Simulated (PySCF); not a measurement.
**Working out the ionisation energy of Sn⁺**

Sn⁺ [Kr] 4d10 5s2 5p1 (2P) → Sn²⁺ [Kr] 4d10 5s2 (1S). Computed with PySCF 2.14 in def2-TZVP with the def2 core potential (28 electrons) (6s5p3d2f, 50 functions), with scalar relativity through the core potential. Frozen: 4s2 4p6 4d10. Energies in hartree (1 hartree = 27.21139 eV):

| part | Sn⁺ (lower) | Sn²⁺ (upper) |
| --- | --- | --- |
| UHF | -213.088035 | -212.582715 |
| CCSD correlation | -0.044011 | -0.034501 |
| (T) | -0.000653 | 0.000000 |

Task: What does Hartree-Fock give?

Result: (-212.582715) − (-213.088035) = 0.505320 hartree = 13.750 eV.

Task: What do CCSD and CCSD(T) give?

Result: The CCSD correlation energies differ by 0.009510 hartree = 0.259 eV and the triples by 0.000653 hartree = 0.018 eV, so CCSD gives 14.009 eV and CCSD(T) 14.027 eV.

Measured between the centres of the two terms (NIST): 14.282 eV, so CCSD(T) (valence) is off by -0.255 eV.

What remains against the reference includes basis incompleteness, the frozen core and higher excitations.
